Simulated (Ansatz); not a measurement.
Coupled-cluster run, AlH₅O₂SeSi.

```yaml
crystal:
  periodic: [false, false, false]
  atoms:
    - {symbol: O, position_ang: [0.748050, 1.723980, 0.769307]}
    - {symbol: Si, position_ang: [0.672235, 0.107161, 0.487657]}
    - {symbol: O, position_ang: [2.213140, -0.402359, 0.358785]}
    - {symbol: Al, position_ang: [-1.267261, -1.296327, 0.205666]}
    - {symbol: Se, position_ang: [-0.284001, -0.152048, -1.893989]}
    - {symbol: H, position_ang: [-0.062027, 2.160880, 1.040023]}
    - {symbol: H, position_ang: [2.873999, 0.227986, 0.059925]}
    - {symbol: H, position_ang: [-1.014374, -2.855153, 0.123854]}
    - {symbol: H, position_ang: [-2.633957, -0.577997, 0.572014]}
    - {symbol: H, position_ang: [-1.162703, 1.012578, -1.720244]}
basis:
  gaussian: {orbitals: def2-SVP}
correlation: {method: ccsd_t}
```

```sh
$ ansatz run in.yaml --threads 4 --pin off --events-out ev --progress --plain --max-ram 10444MiB
```

Log, shortened:

```
Functional definition: HF
1150 factors; integrals over basis functions are off by at most 1.2e-3 eV
mean field evaluation 1: about -83884.4528 eV, gradient 4.3e1 eV
mean field evaluation 2: about -83884.4768 eV, gradient 4.3e1 eV
mean field evaluation 4: about -83888.5036 eV, gradient 3.1e0 eV
mean field evaluation 8: about -83888.5522 eV, gradient 2.1e-1 eV
mean field evaluation 16: about -83888.5166 eV, gradient 5.8e-1 eV
mean field -83888.55245177 eV, -3082.8474408995 hartree, gradient 4.8e-6 eV, S^2 0.000000; 0 other end points of the search recorded, 0 dependent functions left out
21 core orbitals not correlated: weight in the atoms' cores, before any rotation towards them, 1.000 or more for the frozen orbitals, at most 0.000 for the correlated occupied ones
reference -83888.55245177 eV, -3082.8474408995 hartree; 20, 20 occupied and 80, 80 virtual orbitals, 1150 factors
second order -20.98542075 eV of doubles, -0.00000000 eV of singles
cycle   1  -21.33101216 eV  change   -3.5e-1 eV  update   1.1e-1
cycle   2  -21.89049732 eV  change   -5.6e-1 eV  update   3.2e-2
cycle   3  -22.00826629 eV  change   -1.2e-1 eV  update   1.7e-2
cycle   4  -21.99575417 eV  change    1.3e-2 eV  update   3.8e-3
cycle   5  -21.99538190 eV  change    3.7e-4 eV  update   1.6e-3
cycle   6  -21.99578133 eV  change   -4.0e-4 eV  update   4.9e-4
cycle   7  -21.99537939 eV  change    4.0e-4 eV  update   1.7e-4
cycle   8  -21.99534018 eV  change    3.9e-5 eV  update   6.0e-5
cycle   9  -21.99537270 eV  change   -3.3e-5 eV  update   2.3e-5
perturbative correction -0.55359747 eV, -0.0203443319 hartree
Total energy: -83911.10142194 eV, -3083.6761002690 hartree
```

Hardware: 4 threads of an Arm Neoverse V2 on a shared host. Wall time 9.5 s, peak host memory 0.62 GiB.

MP2 recovers 93.1 % of the CCSD(T) correlation energy and the triples give 2.5 %; T1 = 0.0114.
